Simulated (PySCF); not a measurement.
Ga(H2O)H3.
Bonds: Ga1–O2. Hydrogens: H5, H6, H7 on Ga1; H3, H4 on O2.

Theory: PBE0-D3(BJ)/def2-SVP geometry optimisation, gas phase (PySCF).

(1) How far are the bound atoms from Ga1?

(2) List the angles at Ga1.

(3) Describe the arrangement about Ga1 in numbers.

(4) What are the other bond lengths?

(5) What are the rotational constants (commonest isotopes, rigid rotor)?

Results:

(1) 4 atoms: H5 1.576 Å, H7 1.577 Å, H6 1.585 Å, O2 2.172 Å. The nearest atom not counted as bound is H3, at 2.68 Å (others tie with it).

(2) 
```csv
angle,degrees,distance of the outer atoms (Å)
H5–Ga1–H7,120.3,2.73
H5–Ga1–H6,118.1,2.71
H6–Ga1–H7,117.9,2.71
O2–Ga1–H6,96.6,2.83
O2–Ga1–H5,96.5,2.82
O2–Ga1–H7,96.2,2.82
```

(3) Angles from 96.2° to 120.3°; τ4 = (360° − α − β)/141° = 0.86 with α and β the two widest (0 for a square, 1 for a tetrahedron).

(4) O2–H3, O2–H4 0.966 Å.

(5) A = 56112, B = 6708, C = 6627 MHz: a near-prolate asymmetric top.

Point group: Cs (tolerance 0.08 Å). Charge 0, singlet. No PBE0-D3(BJ)/def2-SVP frequencies stand behind this structure, so it isn't proved a minimum.

Hardware: one thread, Arm Neoverse V2, on a shared host. Cost: 16 s. That covers the optimisation of the geometry.
